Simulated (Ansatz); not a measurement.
Cost and result up the ladder for (ClBe-mu-OH)2 (Be2Cl2O2H2) (8 atoms). Charge 0, multiplicity 1. Geometry: r2SCAN-D4/def2-SVP.

```xyz
8

Be    0.221    1.089   -0.243
Cl    0.583    2.868   -0.635
O     1.007   -0.293   -0.397
Be   -0.222   -1.089    0.241
Cl   -0.582   -2.868    0.639
O    -1.008    0.293    0.395
H     1.871   -0.544   -0.735
H    -1.871    0.544    0.735
```

Ansatz on 2 threads of Intel Xeon Platinum 8488C on a shared host. Times are rough, and most runs start from the orbitals of an earlier one. ωB97M-V/def2-TZVP serves as the yardstick here, not as an exact answer. Differences are given only for rows in sets of like size (and for xTB, whose basis is part of the method), since another set adds its own error. Binding counts from free atoms at the same level (Be singlet, Cl doublet, O triplet, H doublet; other spins of the atoms weren't run), without zero-point energy or a counterpoise term.

LC-ωPBE has ω = 0.4 bohr⁻¹. Correlated methods freeze 12 core orbitals.

Correlated methods converge slowly with the basis.

```json
{"level": "HF/STO-3G", "functions": "40", "wall time": "0.2 s", "binding energy per atom (eV)": "3.47", "difference from ωB97M-V/def2-TZVP (eV)": "–"}
{"level": "PBE-D4/def2-SVP", "functions": "92", "wall time": "0.95 s", "binding energy per atom (eV)": "4.13", "difference from ωB97M-V/def2-TZVP (eV)": "–"}
{"level": "PBE0-D4/def2-SVP", "functions": "92", "wall time": "1.4 s", "binding energy per atom (eV)": "4.03", "difference from ωB97M-V/def2-TZVP (eV)": "–"}
{"level": "PBE-D4/def2-TZVP (with forces)", "functions": "186", "wall time": "2.4 s", "binding energy per atom (eV)": "4.09", "difference from ωB97M-V/def2-TZVP (eV)": "0.06"}
{"level": "LC-ωPBE/def2-TZVP", "functions": "186", "wall time": "2.4 s", "binding energy per atom (eV)": "4.01", "difference from ωB97M-V/def2-TZVP (eV)": "-0.02"}
{"level": "BLYP-D4/def2-TZVP", "functions": "186", "wall time": "2.4 s", "binding energy per atom (eV)": "4.01", "difference from ωB97M-V/def2-TZVP (eV)": "-0.02"}
{"level": "MP2/def2-TZVP", "functions": "186", "wall time": "2.5 s", "binding energy per atom (eV)": "4.02", "difference from ωB97M-V/def2-TZVP (eV)": "-0.01"}
{"level": "PBE0-D4/def2-TZVP", "functions": "186", "wall time": "2.6 s", "binding energy per atom (eV)": "4.01", "difference from ωB97M-V/def2-TZVP (eV)": "-0.02"}
{"level": "r2SCAN-D4/def2-TZVP", "functions": "186", "wall time": "3.1 s", "binding energy per atom (eV)": "4.08", "difference from ωB97M-V/def2-TZVP (eV)": "0.06"}
{"level": "r2SCANh-D4/def2-TZVP", "functions": "186", "wall time": "4.4 s", "binding energy per atom (eV)": "4.05", "difference from ωB97M-V/def2-TZVP (eV)": "0.02"}
{"level": "B97M-V/def2-TZVP", "functions": "186", "wall time": "6 s", "binding energy per atom (eV)": "4.02", "difference from ωB97M-V/def2-TZVP (eV)": "-0.01"}
{"level": "ωB97M-V/def2-TZVP", "functions": "186", "wall time": "7.5 s", "binding energy per atom (eV)": "4.03", "difference from ωB97M-V/def2-TZVP (eV)": "0.00"}
{"level": "CCSD(T)/def2-TZVPP", "functions": "212", "wall time": "1.9 min", "binding energy per atom (eV)": "3.85", "difference from ωB97M-V/def2-TZVP (eV)": "-0.18"}
```
